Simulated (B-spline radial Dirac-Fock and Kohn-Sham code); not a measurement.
## What relativity does to the binding energies of Ba¹⁴⁺

System: Ba¹⁴⁺, [Kr] 4d6.

Both columns are ΔSCF binding energies of the configuration average from a radial B-spline solver: non-relativistic Hartree-Fock with a point nucleus, and Dirac-Fock with a finite nucleus and the Coulomb interaction alone, averaged over the two j levels with weights 2j+1.

```
shell  Hartree-Fock (eV)  Dirac-Fock (eV)  shift (eV)  shift (%)
   1s            36209.7          37887.9    +1678.20      +4.63
   2s             5897.4           6317.8     +420.40      +7.13
   2p             5565.5           5693.1     +127.58      +2.29
   3s             1501.7           1595.7      +94.00      +6.26
   3p             1359.1           1390.1      +30.99      +2.28
   3d             1096.2           1086.0      -10.22      -0.93
   4s              511.7            534.8      +23.09      +4.51
   4p              454.5            461.9       +7.39      +1.63
   4d              359.8            357.8       -1.99      -0.55
```

Relativity binds 1s, 2s, 2p, 3s, 3p, 4s, 4p more strongly, among those listed most of all 2s in relative terms, and 3d, 4d more weakly, because the contracted s and p shells screen the nucleus better.

Values without a named source are computed, but for edge energies of neutral atoms, which are taken from tables.
